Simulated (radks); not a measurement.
Results of a calculation; reference values are marked as such.
The nuclear charge of neutral neodymium is varied continuously with 60 electrons held in [Xe] 4f4 6s2. Code: a radial shooting solver on a logarithmic mesh with Libxc functionals. Model: scalar-relativistic Kohn-Sham, PBE, spin-polarised, spherical densities, point nucleus; open shells are filled with parallel spins first (spin-orbit coupling, left out, can overturn this in heavy ions). By the Hellmann-Feynman theorem dE/dZ = E(electron-nucleus)/Z, the electronic potential at the nucleus. The scalar-relativistic energy here is not variational (the density holds large components alone), so the two differ by a part that grows with Z.

Z     E (hartree)  E(electron-nucleus)/Z (hartree)  HOMO  e(HOMO) (eV)  <r> HOMO (bohr)
59.8   -9545.9561                         -387.724    4f        -0.310            1.167
60     -9624.0762                         -389.598    4f        -2.555            1.102
60.2   -9702.5755                         -391.467    6s        -4.505            4.309
60.4   -9781.4530                         -393.334    6s        -5.704            4.134
60.6   -9860.7085                         -395.198    6s        -6.974            3.979
60.8   -9940.3418                         -397.062    6s        -8.310            3.842
61    -10020.3529                         -398.926    6s        -9.709            3.719

The central difference of E at Z = 60 is -391.548 hartree, to compare with the third column; the second derivative is -9.48 hartree.
